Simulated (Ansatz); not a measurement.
Species: BI₃, SMILES `IB(I)I` (charge 0, multiplicity 1).

Give a relaxed geometry from PBE0-D3(BJ)/def2-TZVP (Ansatz, a program for electronic structure).

the end point of this relaxation (outside a Z-matrix the atoms follow the SMILES, hydrogens last).
Z-matrix (Å, degrees):
```
B
I 1 2.1107
I 1 2.1107 2 119.99
I 1 2.1107 2 119.99 3 179.91
```
